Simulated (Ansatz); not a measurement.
Start from `CCS` and change one element to get `CC[TeH]`.

Ansatz, PBE0-D4/def2-TZVP geometries, multiplicity 1. Each molecule was computed in one conformer, which needn't be the lowest.

Elements past krypton have def2 core potentials.

```
                               property  `CCS`
    HOMO energy (B3LYP/def2-TZVPP) / eV  -6.52
     LUMO energy (PBE0/def2-TZVPP) / eV   0.52
    LUMO energy (B3LYP/def2-TZVPP) / eV   0.21
   HOMO–LUMO gap (PBE0/def2-TZVPP) / eV   7.27
  HOMO–LUMO gap (B3LYP/def2-TZVPP) / eV   6.74
HOMO–LUMO gap (ωB97M-V/def2-TZVPP) / eV  11.22
```

**Question.** What does the change do to each property? (An estimate is asked.)

**Answer.** Computed: 
| property | `CC[TeH]` | shift |
| --- | --- | --- |
| HOMO energy (B3LYP/def2-TZVPP) / eV | -5.81 | 0.71 |
| LUMO energy (PBE0/def2-TZVPP) / eV | -0.59 | -1.11 |
| LUMO energy (B3LYP/def2-TZVPP) / eV | -0.83 | -1.04 |
| HOMO–LUMO gap (PBE0/def2-TZVPP) / eV | 5.44 | -1.83 |
| HOMO–LUMO gap (B3LYP/def2-TZVPP) / eV | 4.98 | -1.76 |
| HOMO–LUMO gap (ωB97M-V/def2-TZVPP) / eV | 9.35 | -1.87 |

With PBE0 the HOMO rises by 0.74 eV and the LUMO falls by 1.11 eV, so the gap narrows by about 1.85 eV. PBE moves the HOMO by 0.53 eV and ωB97M-V by 0.85 eV.

B3LYP here is the variant with VWN-RPA as its local correlation; programs differ in this.

Spin–orbit coupling is left out; it splits and shifts lone-pair levels of the heavy atoms by tenths of an eV.
